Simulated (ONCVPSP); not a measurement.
**What one change does to a pseudopotential (C, ONCV)**

| Property | Result |
| --- | --- |
| Element | C (Z = 6) |
| Generator | ONCVPSP 4.0.1 |
| Type | optimised norm-conserving Vanderbilt (ONCV) |
| Functional | LDA (Perdew-Wang 92) |
| Relativity | scalar-relativistic |
| Frozen core | [He] |
| Valence charge | 4 |
| Reference configuration | 2s2 2p2 |
| Partial waves | 2s: rc 1.25 bohr, ncon 4, nbas 9, qcut 5.2 1/bohr, 2 projectors, debl 1.4 Ha; 2p: rc 3.05 bohr, ncon 4, nbas 8, qcut 5.4 1/bohr, 1 projector; d scattering state at 0.03 Ha: rc 2.80 bohr, ncon 3, nbas 7, qcut 3.1 1/bohr, 2 projectors, debl 1.4 Ha |
| Local potential | polynomial inside 1.15 bohr (lpopt 5, dvloc0 6 Ha) |
| Core correction | Teter function, fcfact 4.5, rcfact 1.2 |

All-electron outer shells of the reference configuration (LDA (PZ), scalar-relativistic, ld1.x):

```csv
shell,level (eV),outermost node (bohr),outermost maximum (bohr)
1s,-270.81,–,0.18
2s,-13.64,0.38,1.22
2p,-5.42,–,1.19
```

Change: s: qcut 5.9; p: qcut 6.2; d: qcut 3.5.

Cutoffs: the cutoffs (Ha) at which the residual kinetic energy of the hardest occupied pseudo-wave falls to 1 and 0.1 mHa per electron; they do not see the model core or the augmentation charge, which bear on the density cutoff. Errors are all-electron minus pseudo energies relative to the spin-unpolarised reference configuration.

Problem. Predict the effect on cutoff, ghosts and configuration errors.

Solution. The potential gets softer (17 Ha and 131 Ha → 16 Ha and 60 Ha); of the 4 tests that both files solve, the error grows in 0 and shrinks in 4 by more than 15 % and 0.3 meV (median size 613.2 → 501.2 meV); neither file shows a bound ghost.

```csv
quantity,base,changed
"cutoff, loose",17 Ha,16 Ha
"cutoff, tight",131 Ha,60 Ha
loose cutoff by channel,"s 17 Ha, p 8.3 Ha","s 16 Ha, p 9.3 Ha"
bound ghosts,none,none
GHOST(+) flags under 300 eV,none,none
"error for 2s2 2p1, meV [ΔE 10.98 eV]",+135,+107
"error for 2s2 2p0, meV [ΔE 35.24 eV]",+1091,+895
"error for 2s1 2p0, meV [ΔE 83.21 eV]",+2084,+1728
"error for 2s0 2p4, meV [ΔE 16.52 eV]",-112,-69
s: phases at 1.27 bohr within 0.05 rad from the reference energy up to (Ha; the scan ends near 5),to the end of the scan,to the end of the scan
p: phases at 3.09 bohr within 0.05 rad from the reference energy up to (Ha; the scan ends near 5),0.2,0.2
d: phases at 2.84 bohr within 0.05 rad from the reference energy up to (Ha; the scan ends near 5),5.0,4.8
"rms error of d²Exc/dni dnj with the model core, mHa",1.06,1.33
```
